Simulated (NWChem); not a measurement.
System meant: SrHSF; SMILES [F][Sr][SH]

Here is an NWChem input.

```
start job
memory heap 200 mb stack 900 mb global 1100 mb
geometry units angstroms noautoz
  Sr     0.120349     0.397185    -0.014854
  F     -1.191182     2.044925     0.016865
  S     -0.272732    -2.333652    -0.018162
  H      1.057110    -2.593981    -0.045418
end
basis spherical
  * library def2-svp
end
ecp
  Sr library def2-ecp
end
dft
  odft
  mult 2
  xc xpbe96 cpbe96
  iterations 150
  mulliken
end
task dft energy
```

End of the output:

```
 Summary of "ao basis" -> "" (spherical)
 ------------------------------------------------------------------------------
       Tag                 Description            Shells   Functions and Types
 ---------------- ------------------------------  ------  ---------------------
 *                          def2-svp                  on all atoms

 Summary of "ao basis" -> "ao basis" (spherical)
 ------------------------------------------------------------------------------
       Tag                 Description            Shells   Functions and Types
 ---------------- ------------------------------  ------  ---------------------
 Sr                         def2-svp                 9       23   4s3p2d
 F                          def2-svp                 6       14   3s2p1d
 S                          def2-svp                 8       18   4s3p1d
 H                          def2-svp                 3        5   2s1p

 Summary of "ao basis" -> "ao basis" (spherical)
 ------------------------------------------------------------------------------
       Tag                 Description            Shells   Functions and Types
 ---------------- ------------------------------  ------  ---------------------
 Sr                         def2-svp                 9       23   4s3p2d
 F                          def2-svp                 6       14   3s2p1d
 S                          def2-svp                 8       18   4s3p1d
 H                          def2-svp                 3        5   2s1p

      Symmetry analysis of basis
      --------------------------

        a'         43
        a"         17

  number of electrons :                   36
  multiplicity        :                    2
 ------------------------------------------------------------------------
  no. of electrons and multiplicity not compatible                  36
 ------------------------------------------------------------------------
 ------------------------------------------------------------------------
  current input line :
    22: task dft energy
 ------------------------------------------------------------------------
 ------------------------------------------------------------------------
 There is an error in the input file
 ------------------------------------------------------------------------
 For more information see the NWChem manual at https://nwchemgit.github.io

0: no. of electrons and multiplicity not compatible:Received an Error in Communication
```

Problem. Find the fault in this run and fix the input.

Solution. The input was rejected before any calculation. Cause: the multiplicity doesn't fit the number of electrons (an even count wants an odd multiplicity, and the reverse). This input runs:
```
start job
memory heap 200 mb stack 900 mb global 1100 mb
geometry units angstroms noautoz
  Sr     0.120349     0.397185    -0.014854
  F     -1.191182     2.044925     0.016865
  S     -0.272732    -2.333652    -0.018162
  H      1.057110    -2.593981    -0.045418
end
basis spherical
  * library def2-svp
end
ecp
  Sr library def2-ecp
end
dft
  xc xpbe96 cpbe96
  iterations 150
  mulliken
end
task dft energy
```
It converges to -528.98670 Ha (PBE/def2-SVP with def2 effective core potentials on Sr).
